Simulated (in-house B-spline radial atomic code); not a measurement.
The numbers below are computed, except where a source is named.
**Light and heavy implants in Ge at 30 keV**

The pair potential comes from two frozen, spherical free-atom densities (PBE, B-spline radial code, scalar-relativistic past argon): electrostatics plus the change in Thomas-Fermi kinetic and Dirac exchange energy where they overlap, the recipe behind the universal ZBL potential, which averages such potentials (from solid-state densities) over many pairs. It is written V = (Z1 Z2 e²/r) φ(r/a), with e² = 14.3996 eV·Å and a = 0.46850 Å/(Z1^0.23 + Z2^0.23); ZBL's fit is φ = 0.18175 e^(−3.1998x) + 0.50986 e^(−0.94229x) + 0.28022 e^(−0.4029x) + 0.02817 e^(−0.20162x). Where φ falls below 4e-4 it is continued as an exponential.

The target, Ge, is taken as amorphous, density 5.3234 g/cm³ (NSM archive of the Ioffe Institute); nuclear stopping from classical scattering on these potentials, electronic stopping by Lindhard and Scharff, compounds by atom fraction, projected range from N (S_n + S_e) dR_p/dE = 1 − N S_n (M2/M1) R_p/(2E), which runs up to 8 % short of the full integral equation; no channelling. Lindhard and Scharff's S_e can be off by tens of per cent.

```tsv
ion	mass (u)	N S_n (eV/nm)	N S_e (eV/nm)	S_n = S_e at (keV)	path (nm)	projected range (nm)
C	12.01	85.3	142	14	173	61.8
Mg	24.3	331	183	74	76	31.1
P	30.97	485	194	120	58.4	25.8
Cl	35.45	593	200	160	50.6	23.4
Zn	65.38	1320	222	580	29.1	16.1
Ge	72.63	1440	220	700	27.5	15.8
As	74.92	1480	221	750	26.8	15.6
```

Q: How do the nuclear share and the range change from the lightest ion to the heaviest?

A: The nuclear share goes from 38 % for C to 87 % for As, and the projected range from 61.8 to 15.6 nm, a factor of 4.0. S_e changes by a factor of 1.56, since the heavy ion is slower but has the larger Z1, while S_n grows 17-fold. The heavy ion also keeps its direction better: R_p is 0.58 of the path, against 0.36.

Q: With a displacement energy of 15 eV taken for illustration, how many displacements per nanometre does Cl start at entry, by the rule 0.8 E_damage/(2 E_d)?

A: Taking all nuclear loss as damage energy, an upper bound, 0.8 × 593/(2 × 15) = 15.8 per nm.
